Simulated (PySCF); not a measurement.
Species: C7H16OSi.
Structure used (PBE0-D3(BJ)/def2-SVP), in Å, numbered top down from 1:
```
atom  x, y, z in Å
C1     3.9259   -0.9150    0.5419
C2     2.8850    0.1571    0.7670
O3     1.7804   -0.0790   -0.0689
Si4    0.4416    0.9183   -0.1671
C5    -0.6308    0.8792    1.3926
C6    -2.0199    0.5085    0.8478
C7    -1.8662   -0.4661   -0.3308
C8    -3.1916   -0.8120   -0.9902
C9    -0.8400    0.1467   -1.3032
H10    3.5072   -1.9077    0.7647
H11    4.8036   -0.7523    1.1853
H12    4.2550   -0.9136   -0.5079
H13    3.3192    1.1558    0.5617
H14    2.5727    0.1614    1.8304
H15    0.8981    2.2922   -0.5581
H16   -0.2505    0.0749    2.0472
H17   -0.6390    1.8019    1.9919
H18   -2.6748    0.0855    1.6281
H19   -2.5282    1.4181    0.4772
H20   -1.4263   -1.3982    0.0731
H21   -3.8976   -1.2563   -0.2704
H22   -3.6648    0.0917   -1.4095
H23   -3.0548   -1.5288   -1.8144
H24   -1.3243    0.9416   -1.8997
H25   -0.4280   -0.5858   -2.0139
```

Method: PBE0-D3(BJ)/def2-SVP geometry optimisation, gas phase (PySCF 2.14.0).

Take the most abundant isotopes and a rigid rotor. The values belong to one conformer with, in the numbering `[CH3:1][CH2:2][O:3][Si@@H:4]1[CH2:5][CH2:6][C@@H:7]([CH3:8])[CH2:9]1`, C1–C2–O3–Si4 -177°, C2–O3–Si4–C5 -70°, O3–Si4–C5–C6 -125°, Si4–C5–C6–C7 35°, C5–C6–C7–C8 -176°, C6–C7–C9–Si4 38°.

(1) What are A, B and C (MHz)?

(2) Classify the top.

(3) Is it planar, by Δ = Ic − Ia − Ib?

(4) Give the other two planar moments, Paa and Pbb, and the rms extents of the mass along the axes.

(5) Which lines would a microwave search look for?

## Answers

(1) Ia = 171.09, Ib = 767.44, Ic = 820.54 u·Å²; 505379 MHz·u·Å²/I gives A = 2954, B = 658.5, C = 615.9 MHz.

(2) A near-prolate asymmetric top; Ray's κ = -0.964.

(3) Not planar: Δ = Ic − Ia − Ib = -117.99 u·Å². For a rigid frame Δ = −2 Σ m c², so Σ m c² = 59.00 u·Å² lies off the ab plane: 20.61 from hydrogen and 38.39 from heavier atoms. The atom farthest from that plane is 2.16 Å away.

(4) Paa = Σ m a² = (Ib + Ic − Ia)/2 = 708.45 and Pbb = Σ m b² = (Ia + Ic − Ib)/2 = 112.10 u·Å². With the mass M = 144.10 u, the rms extents √(P/M) along a, b and c are 2.22, 0.88, 0.64 Å.

(5) The dipole components are |μa| = 0.06 D, |μb| = 0.70 D, |μc| = 0.31 D. The squared components, which scale the intensities, stand as 0.01 : 1.00 : 0.19 (a : b : c). Some lines, for components of 0.1 D or more:

```
type  branch         J(Ka,Kc)    MHz  lower level (cm⁻¹)
   b       R  3(0,3) ← 2(1,2)   1568               0.203
   c       Q  3(1,3) ← 3(0,3)   2191               0.255
   c       Q  2(1,2) ← 2(0,2)   2253               0.128
   c       Q  1(1,1) ← 1(0,1)   2295               0.043
   b       Q  1(1,0) ← 1(0,1)   2338               0.043
   b       Q  3(1,2) ← 3(0,3)   2447               0.255
   b       R  1(1,1) ← 0(0,0)   3570               0.000
   b       R  2(1,2) ← 1(0,1)   4802               0.043
   b       R  3(1,3) ← 2(0,2)   6012               0.128
   c       R  3(1,2) ← 2(0,2)   6268               0.128
   c       Q  2(2,1) ← 2(1,1)   6886               0.207
   b       Q  2(2,1) ← 2(1,2)   7014               0.203
   b       Q  3(2,2) ← 3(1,3)   7078               0.328
   c       R  2(2,1) ← 1(1,1)   9520               0.119
   b       R  2(2,0) ← 1(1,1)   9521               0.119
   b       R  3(2,2) ← 2(1,1)  10709               0.207
   c       R  3(2,1) ← 2(1,1)  10712               0.207
   c       R  3(2,2) ← 2(1,2)  10837               0.203
   c       Q  3(3,1) ← 3(2,1)  11581               0.564
   b       Q  3(3,0) ← 3(2,1)  11581               0.564
   c       R  3(3,0) ← 2(2,0)  15406               0.437
   b       R  3(3,0) ← 2(2,1)  15407               0.437
```

Not checked by PBE0-D3(BJ)/def2-SVP frequencies. Zero-point vibration and centrifugal distortion are left out. A rigid rotor knows nothing of internal rotation, which can split or shift real lines.
